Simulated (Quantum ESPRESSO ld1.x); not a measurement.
Question: These are the eigenvalues of the occupied orbitals of an atom or ion with whole-number occupations (eV). All-electron calculation, scalar-relativistic Kohn-Sham, LDA (Slater exchange, VWN5 correlation), spin-unpolarised, spherical densities, point nucleus. Program: ld1.x of Quantum ESPRESSO 7.5.

1s: -65562.8
2s: -11483.6
2p: -10127.2
3s: -2865.28
3p: -2460.03
3d: -1979.77
4s: -827.741
4p: -693.362
4d: -519.415
4f: -324.038

Which element is it, and in what charge state? The configuration may be excited.

Answer: Z = 72, hafnium, charge +15: Hf15+ in [Kr] 4d10 4f11. The list shows which subshells hold electrons but not how many an open one holds; the 1s level, -2409.4 hartree, gives Z - s = 69.4 by -(Z - s)^2/2, which with screening and relativity narrows Z to a few neighbours, and the depths of the outer levels then fix element, charge and occupations together.
